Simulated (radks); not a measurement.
Valence configurations of W+ (all share [Xe]). Method: Dirac Kohn-Sham, PBE, spin-unpolarised, spherical densities, point nucleus; open shells fill j = l - 1/2 first; computed with a radial shooting solver on a logarithmic mesh with Libxc functionals. Energies are relative to 4f14 5d4 6s1; eigenvalues in eV.

valence               E (eV)  e(4f5/2)  e(4f7/2)  e(5d3/2)  e(5d5/2)  e(6p1/2)
4f14 5d4 6s1           0.000   -41.269   -39.032   -11.906         -         -
4f12 5d4 6s1 6p2      87.512   -69.033   -66.608   -21.026         -   -10.124
4f14 5d5               1.235   -38.910   -36.674   -10.349    -9.643         -
4f14 5d4 6p1           4.801   -42.474   -40.238   -12.929         -    -7.911
4f12 5d4 6p3          94.748   -70.598   -68.172   -22.375         -   -10.860
4f13 5d4 6s2          32.260   -53.429   -51.100   -15.237         -         -
4f14 5d4.5 6s0.5       0.538   -40.048   -37.812   -11.101   -10.367         -
4f14 5d4 6s0.5 6p0.5   2.387   -41.877   -39.640   -12.423         -    -7.613
4f11 5d5 6p3          146.11   -81.134   -78.614   -24.127   -22.808   -11.038
4f14 5d4.5 6p0.5       2.854   -40.648   -38.412   -11.616   -10.872    -7.314

NIST lists [Xe] 4f14 5d4 6s1 as the ground configuration; this level of theory agrees among the configurations tried. The energies are those of spherical spin-averaged densities, not of single terms.
